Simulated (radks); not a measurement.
Spherical quantum dot in the effective-mass picture: electrons in a parabolic well V = omega^2 r^2 / 2 with omega = 0.272, all in effective atomic units (hartree* = m*/eps^2 hartree, bohr* = eps/m* bohr), one dielectric constant everywhere. Calculated with a radial shooting solver with Libxc functionals: non-relativistic Kohn-Sham, LDA (Slater exchange, Perdew-Wang correlation), spin-polarised, spherical densities. Levels are named by radial order and angular momentum (1s, 1p, 1d, 2s, ...), and open shells are averaged over m. Each electron was tried in the lowest free levels, single moves between levels near the top were tried too, and the lowest total energy was kept; such a search can miss a lower state. At N = 1 the Hartree and exchange-correlation terms need not cancel, so that row can carry a self-interaction error.

N,open shells,2S,E (hartree*),mu = E(N) - E(N-1) (hartree*),addition energy mu(N+1) - mu(N) (hartree*),e(HOMO) (hartree*),rms radius (bohr*)
1,"1s(up 1, down 0)",1,0.419236,0.41924,0.3479,0.56274,2.379
2,none,0,1.18638,0.76714,0.4598,0.90122,2.641
3,"1p(up 1, down 0)",1,2.41332,1.2269,0.2254,1.3396,3.016
4,"1p(up 2, down 0)",2,3.86567,1.4524,0.2223,1.5644,3.255
5,"1p(up 3, down 0)",3,5.54028,1.6746,0.2629,1.7838,3.442
6,"1p(up 3, down 1)",2,7.47784,1.9376,0.1981,2.0368,3.614
7,"1p(up 3, down 2)",1,9.61352,2.1357,0.1959,2.2342,3.762
8,none,0,11.9451,2.3315,0.3368,2.4283,3.897
9,"1d(up 1, down 0)",1,14.6134,2.6683,0.1750,2.7561,4.053
10,"1d(up 2, down 0)",2,17.4566,2.8433,0.1726,2.9300,4.191
11,"1d(up 3, down 0)",3,20.4725,3.0159,0.1700,3.1013,4.316
12,"1d(up 4, down 0)",4,23.6584,3.1859,0.1674,3.2700,4.431
13,"1d(up 5, down 0)",5,27.0116,3.3532,0.2010,3.4361,4.537
14,"1d(up 5, down 1)",4,30.5659,3.5542,0.1578,3.6334,4.641
15,"1d(up 5, down 2)",3,34.2779,3.7120,0.1562,3.7904,4.738
16,"1d(up 5, down 3)",2,38.1461,3.8683,0.1545,3.9458,4.830
17,"1d(up 5, down 4)",1,42.1689,4.0227,0.1526,4.0994,4.917
18,none,0,46.3442,4.1754,0.1844,4.2511,5.001
19,"2s(up 1, down 0)",1,50.7040,4.3597,0.1707,4.4360,5.084
20,none,0,55.2344,4.5304,0.2053,4.6056,5.164
21,"1f(up 1, down 0)",1,59.9702,4.7358,0.1402,4.8061,5.248
22,"1f(up 2, down 0)",2,64.8462,4.8760,0.1389,4.9456,5.328
23,"1f(up 3, down 0)",3,69.8610,5.0149,0.1377,5.0839,5.404
24,"1f(up 4, down 0)",4,75.0136,5.1525,0.1364,5.2209,5.478
25,"1f(up 5, down 0)",5,80.3025,5.2889,0.1352,5.3567,5.550
26,"1f(up 6, down 0)",6,85.7266,5.4241,0.1339,5.4912,5.619
27,"1f(up 7, down 0)",7,91.2846,5.5580,0.1604,5.6246,5.686
28,"1f(up 7, down 1)",6,97.0030,5.7184,0.1298,5.7834,5.751
29,"1f(up 7, down 2)",5,102.851,5.8481,0.1288,5.9127,5.815
30,"1f(up 7, down 3)",4,108.828,5.9770,0.1279,6.0411,5.878
31,"1f(up 7, down 4)",3,114.933,6.1049,0.1270,6.1685,5.938
32,"1f(up 7, down 5)",2,121.165,6.2318,0.1260,6.2950,5.997
33,"1f(up 7, down 6)",1,127.523,6.3579,0.1251,6.4206,6.055
34,none,0,134.006,6.4829,0.1678,6.5452,6.112
35,"2p(up 1, down 0)",1,140.656,6.6508,0.1244,6.7130,6.168
36,"2p(up 2, down 0)",2,147.432,6.7752,0.1240,6.8373,6.224
37,"2p(up 3, down 0)",3,154.331,6.8992,0.1410,6.9610,6.278
38,"2p(up 3, down 1)",2,161.371,7.0402,0.1210,7.1008,6.332
39,"2p(up 3, down 2)",1,168.532,7.1612,0.1206,7.2216,6.385
40,none,0,175.814,7.2818,0.1397,7.3419,6.436
41,"1g(up 1, down 0)",1,183.236,7.4216,0.1158,7.4796,6.488
42,"1g(up 2, down 0)",2,190.773,7.5374,0.1152,7.5951,6.540
43,"1g(up 3, down 0)",3,198.425,7.6525,-,7.7099,6.590

All shells are closed at N = 2, 8, 18, 20, 34, 40 (there: 1s2 1p6 1d10 2s2 1f14 2p6); the second difference of the energy has clear peaks (12 % above both neighbours; the first and last values, which can be the largest, are not judged, and half-filled shells can peak too) at N = 2, 5, 8, 13, 20, 27, 34, 37, 40.
